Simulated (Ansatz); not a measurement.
System: sum formula SiH₅S (charge +1, singlet). It need not be the lowest isomer of its formula. 
Structure (B3LYP-D3(BJ)/def2-TZVP (Ansatz, an electronic-structure program) minimum search):
SMILES: [SiH3][SH2+]
```xyz
7

Si    -1.0920    -0.4158     0.1744
S      1.0274     0.4223    -0.2609
H     -1.0249    -0.8447     1.5761
H     -1.8892     0.7842    -0.1041
H     -1.1430    -1.4813    -0.8331
H      1.7492    -0.5963     0.2576
H      1.1571     1.2016     0.8361
```
Charge +1, spin multiplicity 1.

Basis-set convergence of Hartree-Fock and CCSD correlation energies (hartree) with Ansatz. Valence correlation only, unless marked. No spin-orbit coupling. No relativistic terms.

```csv
basis,functions,E(HF),"E(corr, CCSD)"
cc-pV(D+d)Z,71,-689.12190,-0.28830
cc-pV(T+d)Z,148,[?],[?]
```

Task: Fill in the missing entries.

Result: 
- cc-pV(T+d)Z, E(HF): -689.15256
- cc-pV(T+d)Z, E(corr, CCSD): -0.35138
